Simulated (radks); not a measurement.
The nuclear charge of neutral gadolinium is varied continuously with 64 electrons held in [Xe] 4f7 5d1 6s2. Calculated with a radial shooting solver on a logarithmic mesh with Libxc functionals: non-relativistic Kohn-Sham, PBE, spin-polarised, spherical densities, point nucleus; open shells are filled with parallel spins first (spin-orbit coupling, left out, can overturn this in heavy ions); relativity is left out, which matters for an element this heavy. By the Hellmann-Feynman theorem dE/dZ = E(electron-nucleus)/Z, the electronic potential at the nucleus.

Z      E (hartree)  E(electron-nucleus)/Z (hartree)  HOMO  e(HOMO) (eV)  <r> HOMO (bohr)
63.75  -10723.5200                         -399.193    5d        -1.889            2.798
64     -10823.5764                         -401.258    6s        -3.505            4.375
64.25  -10924.1483                         -403.317    6s        -4.945            4.145
64.5   -11025.2343                         -405.371    6s        -6.502            3.950
64.75  -11126.8333                         -407.421    6s        -8.166            3.783
65     -11228.9445                         -409.468    6s        -9.928            3.637

The central difference of E at Z = 64 is -401.257 hartree, to compare with the third column; the second derivative is -8.25 hartree.
